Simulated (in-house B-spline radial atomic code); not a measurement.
Orbital energies and mean radii along the 45-electron series, configuration 1s2 2s2 2p6 3s2 3p6 3d10 4s2 4p6 4d3/2(4) 4d5/2(5). The effective charge is n√(-2ε), a non-relativistic measure. Computed with a radial B-spline atomic code at the basis-set limit: Dirac-Hartree-Fock, jj configuration that fills j = l - 1/2 first, finite nuclei.

| ion | Z | energy of 4p1/2 (Eh) | mean radius of 4p1/2 (bohr) | energy of 4p3/2 (Eh) | mean radius of 4p3/2 (bohr) | effective charge of 4p1/2 |
| --- | --- | --- | --- | --- | --- | --- |
| Cs10+ | 55 | -12.812 | 0.71072 | -12.212 | 0.7341 | 20.248 |
| Ba11+ | 56 | -14.29 | 0.68664 | -13.624 | 0.7098 | 21.384 |
| La12+ | 57 | ? | ? | ? | ? | ? |
| Ce13+ | 58 | -17.466 | 0.64297 | -16.65 | 0.66579 | 23.641 |
| Pr14+ | 59 | -19.164 | 0.6231 | -18.265 | 0.6458 | 24.764 |
| Nd15+ | 60 | -20.935 | 0.60438 | -19.946 | 0.627 | 25.883 |
| Pm16+ | 61 | -22.78 | 0.58671 | -21.693 | 0.60927 | 27 |
| Sm17+ | 62 | -24.7 | 0.57 | -23.508 | 0.59252 | 28.114 |
| Eu18+ | 63 | -26.693 | 0.55418 | -25.389 | 0.57668 | 29.226 |
| Gd19+ | 64 | -28.761 | 0.53917 | -27.336 | 0.56167 | 30.337 |
| Tb20+ | 65 | ? | ? | ? | ? | ? |
| Dy21+ | 66 | ? | ? | ? | ? | ? |
| Ho22+ | 67 | -35.416 | 0.4984 | -33.577 | 0.521 | 33.665 |

Q: Fill in the row of La12+.

A: energy of 4p1/2 (Eh): -15.841; mean radius of 4p1/2 (bohr): 0.66411; energy of 4p3/2 (Eh): -15.103; mean radius of 4p3/2 (bohr): 0.68708; effective charge of 4p1/2: 22.515.

Q: Fill in the row of Tb20+.

A: energy of 4p1/2 (Eh): -30.904; mean radius of 4p1/2 (bohr): 0.52491; energy of 4p3/2 (Eh): -29.35; mean radius of 4p3/2 (bohr): 0.54743; effective charge of 4p1/2: 31.447.

Q: Fill in the row of Dy21+.

A: energy of 4p1/2 (Eh): -33.122; mean radius of 4p1/2 (bohr): 0.51133; energy of 4p3/2 (Eh): -31.43; mean radius of 4p3/2 (bohr): 0.53389; effective charge of 4p1/2: 32.556.

Q: How does the screening of 4p1/2 change?

A: Z less the effective charge goes from 34.75 at Z = 55 to 33.34 at Z = 67.
